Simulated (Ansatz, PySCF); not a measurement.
Sn(Cl)4 anion (Cl4Sn), SMILES [Cl][Sn]([Cl])([Cl])[Cl] (connectivity only; charge and spin as stated), charge -1, multiplicity 2. Atoms are numbered in the order given.

```xyz
5

Cl     1.4656    -1.4656    -1.4656
Sn     0.0000     0.0000     0.0000
Cl    -1.4656    -1.4656     1.4656
Cl    -1.4656     1.4656    -1.4656
Cl     1.4656     1.4656     1.4656
```
Charge -1, spin multiplicity 2.

Geometry optimised at B3LYP-D3(BJ)/def2-SVPD. The multiplicity is an assumed one; no other spin state was optimised. The isomer is the one that the SMILES or the coordinates give; other isomers of the formula were not compared. The def2 effective core potentials stand for the cores of Sn; spin–orbit coupling is left out.

Two levels are set side by side: PBE-D3(BJ)/def2-SVPD (Ansatz, a program for electronic structure) and B3LYP-D3(BJ)/def2-SVPD (Ansatz). Each level has its own optimised geometry; the coordinates shown are those of the second. Frequencies come from the Hessian of PySCF at each geometry. Differences are taken from unrounded values.

```
quantity                            B3LYP-D3(BJ)
----------------------------------  ------------
mean bond length (Å)                       2.538
bond Cl1–Sn2 (Å)                           2.538
bond Sn2–Cl3 (Å)                           2.538
bond Sn2–Cl4 (Å)                           2.538
bond Sn2–Cl5 (Å)                           2.538
highest harmonic wavenumber (cm⁻¹)           260
mean harmonic wavenumber (cm⁻¹)              143
zero-point energy (kcal/mol)                1.84
```

Problem. What does PBE-D3(BJ) give, and how far is it from B3LYP-D3(BJ)? (Estimate from the structure and the level; the computed values follow.)

Solution. 
```json
[
 {"quantity": "mean bond length (Å)", "PBE-D3(BJ)": "2.538", "PBE-D3(BJ) minus B3LYP-D3(BJ)": "0.000"},
 {"quantity": "bond Cl1–Sn2 (Å)", "PBE-D3(BJ)": "2.538", "PBE-D3(BJ) minus B3LYP-D3(BJ)": "0.000"},
 {"quantity": "bond Sn2–Cl3 (Å)", "PBE-D3(BJ)": "2.538", "PBE-D3(BJ) minus B3LYP-D3(BJ)": "0.000"},
 {"quantity": "bond Sn2–Cl4 (Å)", "PBE-D3(BJ)": "2.538", "PBE-D3(BJ) minus B3LYP-D3(BJ)": "0.000"},
 {"quantity": "bond Sn2–Cl5 (Å)", "PBE-D3(BJ)": "2.538", "PBE-D3(BJ) minus B3LYP-D3(BJ)": "0.000"},
 {"quantity": "highest harmonic wavenumber (cm⁻¹)", "PBE-D3(BJ)": "259", "PBE-D3(BJ) minus B3LYP-D3(BJ)": "-1"},
 {"quantity": "mean harmonic wavenumber (cm⁻¹)", "PBE-D3(BJ)": "143", "PBE-D3(BJ) minus B3LYP-D3(BJ)": "1"},
 {"quantity": "zero-point energy (kcal/mol)", "PBE-D3(BJ)": "1.84", "PBE-D3(BJ) minus B3LYP-D3(BJ)": "0.01"}
]
```

On these quantities the two levels nearly agree.
